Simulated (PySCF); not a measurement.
ClCs (SMILES [Cl][Cs]), singlet, geometry from GFN2-xTB (such geometries of metal compounds can be far from the true shape) (all electrons, no relativity), with bond 2-1 at 1.3 times its length. Base run: PBE/3-21G run with PySCF.

Input for PySCF:
```python
from pyscf import gto, scf, dft

mol = gto.Mole()
mol.atom = '''
    Cs   -0.00000000   -0.00000000   -0.68024263
    Cl    0.00000000    0.00000000    3.06509328
'''
mol.basis = '3-21g'
mol.verbose = 4
mol.build()

mf = dft.RKS(mol)
mf.xc = 'pbe'
mf.kernel()
```

Each row names what was changed in the base input (with any setting that the change needs).

```
change                                                                            ΔE vs base (mEh)  SCF cycles        outcome
--------------------------------------------------------------------------------  ----------------  ----------  -------------
base                                                                                         0.000           9      converged
DIIS = EDIIS                                                                                     -          50  not converged
diis = off (with mf.max_cycle = 100)                                                             -         100  not converged
init_guess = mod_huckel                                                                      0.000           9      converged
level_shift = 1.0 (with mf.max_cycle = 100)                                                      -         100  not converged
diis = off; damp = 0.3 (with mf.diis_start_cycle = 200; with mf.max_cycle = 150)                 -         150  not converged
init_guess = atom                                                                            0.000          10      converged
level_shift = 0.5 (with mf.max_cycle = 100)                                                  0.000          79      converged
solver = newton                                                                              0.000           -      converged
damp = 0.5; diis_start_cycle = 5                                                             0.000           9      converged
solver = newton; init_guess = 1e                                                             0.000           -      converged
conv_tol_grad = 1e-3                                                                         0.000           9      converged
diis_space = 20                                                                              0.000           9      converged
```
